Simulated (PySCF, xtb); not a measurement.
CH7NSi3, SMILES [SiH3][Si@H]1N=C[SiH2]1.

xtb with GFN2-xTB at its own geometry gives an orbital gap of 2.08 eV and a dipole moment of 2.31 D.

Geometry: B3LYP-D3(BJ)/def2-SVP. The structure was generated by enumeration; whether it is a known compound was not checked.

### Question
What does CAM-B3LYP/def2-TZVP run with PySCF give? (The exact figures need the calculation; the answer reports its results.)

### Answer
gap 8.08 eV (levels -8.12 and -0.04 eV), dipole 1.71 D.
